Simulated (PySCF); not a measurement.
MoO2Cl, SMILES [Cl][Mo](=[O])=[O] (connectivity only; charge and spin as stated), neutral, multiplicity 2.

Coordinates come from a PBE-D3(BJ)/def2-SVP optimisation. The geometry has at least one imaginary mode, so it is a saddle point at that level. The multiplicity is an assumed one; other spin states were not compared. The isomer is the one that the SMILES or the coordinates give; other isomers of the formula were not compared. The def2 effective core potentials stand for the cores of Mo; spin–orbit coupling is left out.

Method: TDA-LC-ωPBE/def2-SVPD (PySCF).

Vertical excitations. Isolated molecule, no solvent.

Q: List the lowest excited states. (Estimate from the structure and the level; the computed values follow.)

A: 
```json
[
 {"state": "root 1", "energy (eV)": "1.06", "λ (nm)": "1167", "f": "0.001", "main pairs": "α HOMO→LUMO 96 %"},
 {"state": "root 2", "energy (eV)": "2.25", "λ (nm)": "551", "f": "0.000", "main pairs": "α HOMO→LUMO+1 98 %"},
 {"state": "root 3", "energy (eV)": "3.48", "λ (nm)": "356", "f": "0.000", "main pairs": "α HOMO−1→LUMO 86 %, β HOMO→LUMO+1 5 %"},
 {"state": "root 4", "energy (eV)": "3.97", "λ (nm)": "312", "f": "0.000", "main pairs": "α HOMO−1→LUMO+1 55 %, α HOMO−4→LUMO 23 %, β HOMO→LUMO+2 9 %, β HOMO−2→LUMO+1 6 %"},
 {"state": "root 5", "energy (eV)": "4.01", "λ (nm)": "309", "f": "0.001", "main pairs": "α HOMO−2→LUMO 30 %, α HOMO−5→LUMO 20 %, α HOMO→LUMO+2 9 %, α HOMO−6→LUMO+1 6 %, β HOMO−4→LUMO+1 11 %, β HOMO−3→LUMO+1 9 %, β HOMO−6→LUMO+2 6 %"},
 {"state": "root 6", "energy (eV)": "4.10", "λ (nm)": "303", "f": "0.000", "main pairs": "α HOMO−1→LUMO 6 %, β HOMO→LUMO+1 87 %"},
 {"state": "root 7", "energy (eV)": "4.12", "λ (nm)": "301", "f": "0.000", "main pairs": "β HOMO→LUMO 93 %"},
 {"state": "root 8", "energy (eV)": "4.13", "λ (nm)": "300", "f": "0.003", "main pairs": "α HOMO→LUMO+2 75 %"},
 {"state": "root 9", "energy (eV)": "4.35", "λ (nm)": "285", "f": "0.001", "main pairs": "α HOMO−4→LUMO 28 %, α HOMO−1→LUMO+1 21 %, α HOMO−7→LUMO 5 %, β HOMO−2→LUMO+1 31 %"},
 {"state": "root 10", "energy (eV)": "4.46", "λ (nm)": "278", "f": "0.002", "main pairs": "α HOMO−6→LUMO 25 %, α HOMO−5→LUMO+1 18 %, α HOMO−2→LUMO+1 14 %, β HOMO−6→LUMO+1 17 %, β HOMO−4→LUMO+2 15 %, β HOMO−3→LUMO+2 7 %"}
]
```
Unrestricted roots are not spin-pure.
